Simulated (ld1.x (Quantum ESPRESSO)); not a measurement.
# Scattering properties, TM potential for barium (Ba)

- Element: Ba
- Generator: ld1.x (Quantum ESPRESSO) 7.5
- Type: norm-conserving Troullier–Martins (Kleinman–Bylander form)
- Functional: PBEsol
- Relativity: scalar-relativistic
- Frozen core: [Xe]
- Valence charge: 2
- Reference configuration: 5d0 6s2 6p0
- Partial waves: 6p (bound, empty): rc 4.20 bohr; 5d (bound, empty): rc 3.00 bohr; 6s (bound): rc 3.05 bohr
- Local potential: the s channel
- Core correction: Bessel-smoothed model core inside 2.05 bohr

The phase is arctan(r·u′/u) with u = r·R(r), unwrapped; energies in Ry, scanned from -2 to 5 Ry. A pole is an energy at which the radial function vanishes at the test radius. The pseudo phase is shifted by a multiple of π to meet the all-electron one at the reference energy, and phase errors are pseudo minus all-electron; the curves can meet again beyond the range given. Levels narrower than the energy grid can be missing from the lists of poles.

Problem. For each channel, where are the poles, and over which energies does the pseudopotential scatter like the atom?

Solution.

```
channel  radius (bohr)  reference energy (Ry)  poles, all-electron     poles, pseudo  unbroken range about the reference energy with phases within 0.05 rad  phase error 1 Ry above the reference energy (rad)
      s           4.57                  -0.24           0.43, 3.43  0.28, 1.00, 4.01                                                              below 0.2                                             -2.926
      p           4.57                  -0.09    -1.36, 1.00, 4.17        0.87, 3.95                                                            -1.3 to 1.2                                             -0.036
      d           4.57                  -0.15           0.05, 2.12        0.05, 2.50                                                              below 0.6                                             +0.347
```

Phases in the p channel:

| E (Ry) | all-electron | pseudo |
| --- | --- | --- |
| -2.00 | 1.398 | -1.738 |
| -1.76 | 1.380 | -1.750 |
| -1.52 | 1.338 | -1.766 |
| -1.28 | -1.735 | -1.786 |
| -1.04 | -1.797 | -1.815 |
| -0.80 | -1.845 | -1.857 |
| -0.56 | -1.919 | -1.927 |
| -0.32 | -2.067 | -2.071 |
| -0.08 | -2.518 | -2.518 |
| 0.16 | -3.826 | -3.856 |
| 0.40 | -4.412 | -4.443 |
| 0.64 | -4.592 | -4.623 |
| 0.88 | -4.680 | -4.715 |
| 1.12 | -4.740 | -4.783 |
| 1.36 | -4.792 | -4.850 |
| 1.60 | -4.849 | -4.938 |
| 1.84 | -4.930 | -5.099 |
| 2.08 | -5.094 | -5.566 |
| 2.32 | -5.675 | -6.853 |
| 2.56 | -7.126 | -7.433 |
| 2.80 | -7.548 | -7.612 |
| 3.04 | -7.680 | -7.696 |
| 3.28 | -7.746 | -7.748 |
| 3.52 | -7.786 | -7.786 |
| 3.76 | -7.816 | -7.820 |
| 4.00 | -7.839 | -7.867 |
| 4.24 | -7.860 | -8.141 |
| 4.48 | -7.880 | -10.872 |
| 4.72 | -7.900 | -10.940 |
| 4.96 | -7.923 | -10.966 |
